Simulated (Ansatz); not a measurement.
A first, cheap relaxation of C₃H₁₁BSi (`CCB(C)[SiH3]`).

```yaml
crystal:
  periodic: [false, false, false]
  atoms:
    - {symbol: C, position_ang: [0.164000, -2.071200, -0.548600]}
    - {symbol: C, position_ang: [0.729500, -0.956800, 0.330200]}
    - {symbol: B, position_ang: [0.028300, 0.477300, 0.070700]}
    - {symbol: C, position_ang: [0.301500, 1.222600, -1.320500]}
    - {symbol: Si, position_ang: [-0.909800, 1.345000, 1.506300]}
    - {symbol: H, position_ang: [-0.978400, -2.086000, -0.379500]}
    - {symbol: H, position_ang: [0.606100, -3.006400, -0.326500]}
    - {symbol: H, position_ang: [0.335800, -1.780500, -1.638900]}
    - {symbol: H, position_ang: [0.604100, -1.231500, 1.435700]}
    - {symbol: H, position_ang: [1.824100, -0.879400, 0.148200]}
    - {symbol: H, position_ang: [-0.252400, 0.604400, -2.095900]}
    - {symbol: H, position_ang: [1.325700, 1.350100, -1.522500]}
    - {symbol: H, position_ang: [-0.308900, 2.235100, -1.305400]}
    - {symbol: H, position_ang: [-0.288900, 2.645300, 1.855800]}
    - {symbol: H, position_ang: [-0.913500, 0.479500, 2.722500]}
    - {symbol: H, position_ang: [-2.290100, 1.630000, 1.112800]}
basis:
  gaussian: {orbitals: def2-SVP}
hamiltonian: {xc: pbe, dispersion: d4}
relax: {f_tol: 0.03, max_steps: 200}
```

```sh
$ ansatz run in.yaml --threads 4 --pin off --events-out ev --progress --plain --max-ram 10444MiB
```

It prints (some lines left out):

```
Functional definition: PBE
mean field -11827.83868069 eV, -434.6650543185 hartree, gradient 6.2e-5 eV, S^2 0.000000; 0 other end points of the search recorded, 0 dependent functions left out
relax step   1: F+E_penalty+E_count = -11828.16171709 eV  Δ(F+E_penalty+E_count) = +0.000e0 eV  max|allowed force component| = 4.508e0 eV/Å  Δτ_max = 0.0000 Å  (28 SCF iters, accepted)
mean field -11828.33899728 eV, -434.6834406138 hartree, gradient 1.3e-5 eV, S^2 0.000000; 0 other end points of the search recorded, 0 dependent functions left out
relax step   2: F+E_penalty+E_count = -11828.65754125 eV  Δ(F+E_penalty+E_count) = -4.958e-1 eV  max|allowed force component| = 1.160e0 eV/Å  Δτ_max = 0.1569 Å  (27 SCF iters, accepted)
mean field -11828.42131326 eV, -434.6864656705 hartree, gradient 9.5e-6 eV, S^2 0.000000; 0 other end points of the search recorded, 0 dependent functions left out
relax step   3: F+E_penalty+E_count = -11828.73815447 eV  Δ(F+E_penalty+E_count) = -8.061e-2 eV  max|allowed force component| = 3.495e-1 eV/Å  Δτ_max = 0.0943 Å  (28 SCF iters, accepted)
mean field -11828.42864795 eV, -434.6867352152 hartree, gradient 9.6e-6 eV, S^2 0.000000; 0 other end points of the search recorded, 0 dependent functions left out
relax step   4: F+E_penalty+E_count = -11828.74651326 eV  Δ(F+E_penalty+E_count) = -8.359e-3 eV  max|allowed force component| = 2.535e-1 eV/Å  Δτ_max = 0.1665 Å  (27 SCF iters, accepted)
mean field -11828.43602378 eV, -434.6870062720 hartree, gradient 1.0e-5 eV, S^2 0.000000; 0 other end points of the search recorded, 0 dependent functions left out
relax step   5: F+E_penalty+E_count = -11828.75502871 eV  Δ(F+E_penalty+E_count) = -8.515e-3 eV  max|allowed force component| = 1.818e-1 eV/Å  Δτ_max = 0.1396 Å  (27 SCF iters, accepted)
mean field -11828.43952448 eV, -434.6871349203 hartree, gradient 9.1e-6 eV, S^2 0.000000; 0 other end points of the search recorded, 0 dependent functions left out
relax step   6: F+E_penalty+E_count = -11828.75866842 eV  Δ(F+E_penalty+E_count) = -3.640e-3 eV  max|allowed force component| = 2.443e-1 eV/Å  Δτ_max = 0.0850 Å  (28 SCF iters, accepted)
mean field -11828.44339734 eV, -434.6872772454 hartree, gradient 9.2e-6 eV, S^2 0.000000; 0 other end points of the search recorded, 0 dependent functions left out
relax step   7: F+E_penalty+E_count = -11828.76325677 eV  Δ(F+E_penalty+E_count) = -4.588e-3 eV  max|allowed force component| = 1.300e-1 eV/Å  Δτ_max = 0.0788 Å  (28 SCF iters, accepted)
mean field -11828.44751280 eV, -434.6874284857 hartree, gradient 9.1e-6 eV, S^2 0.000000; 0 other end points of the search recorded, 0 dependent functions left out
relax step   8: F+E_penalty+E_count = -11828.76681213 eV  Δ(F+E_penalty+E_count) = -3.555e-3 eV  max|allowed force component| = 5.463e-2 eV/Å  Δτ_max = 0.0433 Å  (28 SCF iters, accepted)
mean field -11828.44985921 eV, -434.6875147148 hartree, gradient 9.4e-6 eV, S^2 0.000000; 0 other end points of the search recorded, 0 dependent functions left out
relax step   9: F+E_penalty+E_count = -11828.76926321 eV  Δ(F+E_penalty+E_count) = -2.451e-3 eV  max|allowed force component| = 2.535e-2 eV/Å  Δτ_max = 0.0821 Å  (28 SCF iters, accepted)
mean field -11828.45065277 eV, -434.6875438775 hartree, gradient 1.4e-5 eV, S^2 0.000000; 0 other end points of the search recorded, 0 dependent functions left out
relax step  10: F+E_penalty+E_count = -11828.77016933 eV  Δ(F+E_penalty+E_count) = -9.061e-4 eV  max|allowed force component| = 1.798e-1 eV/Å  Δτ_max = 0.1960 Å  (27 SCF iters, accepted)
mean field -11828.45413558 eV, -434.6876718683 hartree, gradient 9.0e-6 eV, S^2 0.000000; 0 other end points of the search recorded, 0 dependent functions left out
relax step  11: F+E_penalty+E_count = -11828.77354253 eV  Δ(F+E_penalty+E_count) = -3.373e-3 eV  max|allowed force component| = 7.684e-2 eV/Å  Δτ_max = 0.0217 Å  (29 SCF iters, accepted)
mean field -11828.45651082 eV, -434.6877591569 hartree, gradient 9.6e-6 eV, S^2 0.000000; 0 other end points of the search recorded, 0 dependent functions left out
relax step  12: F+E_penalty+E_count = -11828.77668736 eV  Δ(F+E_penalty+E_count) = -3.145e-3 eV  max|allowed force component| = 9.302e-2 eV/Å  Δτ_max = 0.1030 Å  (28 SCF iters, accepted)
mean field -11828.45867210 eV, -434.6878385823 hartree, gradient 1.3e-5 eV, S^2 0.000000; 0 other end points of the search recorded, 0 dependent functions left out
relax step  13: F+E_penalty+E_count = -11828.77980631 eV  Δ(F+E_penalty+E_count) = -3.119e-3 eV  max|allowed force component| = 1.174e-1 eV/Å  Δτ_max = 0.1956 Å  (27 SCF iters, accepted)
mean field -11828.46119266 eV, -434.6879312113 hartree, gradient 9.3e-6 eV, S^2 0.000000; 0 other end points of the search recorded, 0 dependent functions left out
relax step  14: F+E_penalty+E_count = -11828.78261238 eV  Δ(F+E_penalty+E_count) = -2.806e-3 eV  max|allowed force component| = 9.803e-2 eV/Å  Δτ_max = 0.0430 Å  (28 SCF iters, accepted)
mean field -11828.46464568 eV, -434.6880581075 hartree, gradient 9.5e-6 eV, S^2 0.000000; 0 other end points of the search recorded, 0 dependent functions left out
relax step  15: F+E_penalty+E_count = -11828.78666777 eV  Δ(F+E_penalty+E_count) = -4.055e-3 eV  max|allowed force component| = 5.605e-2 eV/Å  Δτ_max = 0.0995 Å  (27 SCF iters, accepted)
mean field -11828.46552872 eV, -434.6880905586 hartree, gradient 1.0e-5 eV, S^2 0.000000; 0 other end points of the search recorded, 0 dependent functions left out
relax step  16: F+E_penalty+E_count = -11828.78848771 eV  Δ(F+E_penalty+E_count) = -1.820e-3 eV  max|allowed force component| = 9.044e-2 eV/Å  Δτ_max = 0.1300 Å  (27 SCF iters, accepted)
mean field -11828.46624925 eV, -434.6881170374 hartree, gradient 9.2e-6 eV, S^2 0.000000; 0 other end points of the search recorded, 0 dependent functions left out
relax step  17: F+E_penalty+E_count = -11828.78922008 eV  Δ(F+E_penalty+E_count) = -7.324e-4 eV  max|allowed force component| = 8.215e-2 eV/Å  Δτ_max = 0.0324 Å  (28 SCF iters, accepted)
mean field -11828.46663109 eV, -434.6881310699 hartree, gradient 9.2e-6 eV, S^2 0.000000; 0 other end points of the search recorded, 0 dependent functions left out
relax step  18: F+E_penalty+E_count = -11828.78992860 eV  Δ(F+E_penalty+E_count) = -7.085e-4 eV  max|allowed force component| = 4.951e-2 eV/Å  Δτ_max = 0.0303 Å  (29 SCF iters, accepted)
mean field -11828.46653276 eV, -434.6881274565 hartree, gradient 9.2e-6 eV, S^2 0.000000; 0 other end points of the search recorded, 0 dependent functions left out
relax step  19: F+E_penalty+E_count = -11828.79010440 eV  Δ(F+E_penalty+E_count) = -1.758e-4 eV  max|allowed force component| = 2.370e-2 eV/Å  Δτ_max = 0.0222 Å  (30 SCF iters, accepted)
mean field -11828.46653276 eV, -434.6881274565 hartree, gradient 1.3e-5 eV, S^2 0.000000; 1 other end points of the search recorded, 0 dependent functions left out
Total energy: -11828.79014480 eV, -434.7000199796 hartree
Atom 0 at     0.154276    -1.976544    -0.295263 Å, force     0.015587     0.022017     0.010349 eV/Å
Atom 1 at     0.998849    -0.807431     0.278068 Å, force    -0.013725    -0.018543    -0.016207 eV/Å
Atom 2 at     0.186583     0.513161    -0.014229 Å, force     0.000823     0.000202     0.009065 eV/Å
Atom 3 at     0.273005     1.244473    -1.401558 Å, force    -0.005966    -0.002969     0.001570 eV/Å
Atom 4 at    -1.093725     1.189442     1.423015 Å, force     0.008993    -0.003010    -0.023701 eV/Å
Atom 5 at    -0.850116    -2.027014     0.174703 Å, force    -0.002084    -0.002984     0.000326 eV/Å
Atom 6 at     0.649962    -2.952590    -0.116461 Å, force    -0.001197    -0.002147    -0.000531 eV/Å
Atom 7 at     0.003820    -1.876991    -1.389967 Å, force    -0.001755    -0.001494    -0.000609 eV/Å
Atom 8 at     1.171563    -0.990860     1.359728 Å, force     0.000368     0.001895     0.002770 eV/Å
Atom 9 at     1.989971    -0.798251    -0.226628 Å, force     0.004032     0.000591    -0.000322 eV/Å
Atom 10 at    -0.685186     1.040523    -1.937447 Å, force     0.003391     0.002468     0.000776 eV/Å
Atom 11 at     1.106090     0.920606    -2.058962 Å, force     0.000763     0.000608    -0.000745 eV/Å
Atom 12 at     0.289904     2.351206    -1.301669 Å, force     0.001261    -0.001409     0.001633 eV/Å
Atom 13 at    -0.286998     1.984326     2.427690 Å, force     0.001247     0.004782     0.003735 eV/Å
Atom 14 at    -1.739462     0.063991     2.197110 Å, force    -0.005944    -0.001273     0.004268 eV/Å
Atom 15 at    -2.191435     2.099454     0.926270 Å, force    -0.005794     0.001267     0.007621 eV/Å
Dipole moment:     0.147092    -0.134659    -0.250608 e Å
```

It took 34 s on 4 threads of an Intel Xeon Platinum 8259CL on a shared host, with 0.19 GiB of host memory at the peak.
